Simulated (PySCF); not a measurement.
## Ionising CdF

PBE0; basis Cd cc-pVDZ-PP with ECP28, F cc-pVDZ; scalar-relativistic core potentials; PySCF 2.14. Neutral (UKS): doublet (σ ↑), Re = 1.978 Å, ωe = 535 cm⁻¹, De = 2.29 eV, HOMO -6.62 eV, LUMO -3.76 eV.

CdF⁺ (UKS): singlet (closed shell), Re = 1.901 Å, ωe = 632 cm⁻¹, De = 2.21 eV to Cd⁺ + F. The energies at the minima are -267.44686 hartree for CdF and -267.11568 for CdF⁺.

Problem. Work out the adiabatic ionisation energy, without and with harmonic zero-point energies (1 hartree = 27.2114 eV, 1 eV = 8065.5 cm⁻¹), and the change of the bond length.

Solution. At PBE0: 0.33118 hartree = 9.012 eV between the minima; the zero-point term (632.0 − 535.0)/2 cm⁻¹ = +0.006 eV makes it 9.018 eV. Re changes by -7.7 pm against the neutral. The electron leaves a σ orbital; in so polar a molecule the change of length follows mostly from the change of the ionic charges.

For an ion De counts to the pair picked by the measured ionisation energies or electron affinities, which need not be the lowest pair at this level. States were picked by a PBE0 search and need not be the measured ground states.
